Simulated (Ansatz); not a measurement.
```xyz
14

C    -1.569   -1.304   -1.140
O    -0.601   -1.040   -0.165
V     0.722    0.065    0.072
C     0.133    1.322    1.540
N     0.899    1.052   -1.194
O     2.265   -0.656    0.591
H    -1.477   -2.341   -1.478
H    -2.566   -1.165   -0.710
H    -1.453   -0.634   -1.997
H     0.915    2.060    1.723
H    -0.032    0.717    2.437
H    -0.790    1.827    1.252
H     1.263    1.613   -1.952
H     2.292   -1.516    1.020
```

Charge 0, multiplicity 1.

(1) List the CAM-B3LYP/def2-TZVPP orbital energies in eV (Ansatz 0.2.0). (Estimate.)

Answers

(1) Computed: Occupied: -5360.98, -609.66, -522.90, -522.37, -514.54, -514.43, -514.38, -391.17, -280.18, -278.01, -75.29, -49.01, -48.97, -48.55, -29.52, -28.53, -23.10, -20.60, -20.26, -15.21, -14.82, -14.43, -14.37, -13.86, -12.65, -12.54, -11.67, -11.09, -10.35, -10.24, -9.72, -9.28, -9.17. Lowest empty: -0.45, -0.22, 0.57, 0.86, 0.94, 1.03, 2.32, 2.76.
